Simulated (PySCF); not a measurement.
## CH₆Si₃, SMILES `C[SiH]1[SiH]=[SiH]1` (charge 0, multiplicity 1)

Calculation: PBE0-D3(BJ)/def2-TZVP in PySCF.

```yaml
HOMO: -6.02 eV
dipole_moment: 0.137 e·Å
HOMO–LUMO gap: 4.36 eV
LUMO: -1.66 eV
S1 excitation (TDA): 3.81 eV
S1 oscillator strength: 0.060
brightest of the four lowest singlets (TDA): 3.81 eV
T1 excitation (TDA): 2.09 eV
S1–T1 gap (TDA): 1.72 eV
vertical ionisation energy (Delta-SCF): 7.76 eV
total_energy: -24755.76 eV
cost: very roughly 110 core-seconds
```

```xyz
10

C      1.7427     0.0038    -0.2796
Si     0.1048     0.1957     0.6105
Si    -1.8218     0.8781    -0.4240
Si    -1.7169    -1.1321     0.2034
H      2.3680    -0.7315     0.2345
H      1.5926    -0.3212    -1.3099
H      2.2825     0.9549    -0.2852
H      0.4029     0.6461     2.0034
H     -2.5935     1.9765    -1.0697
H     -2.3613    -2.4703     0.3166
```
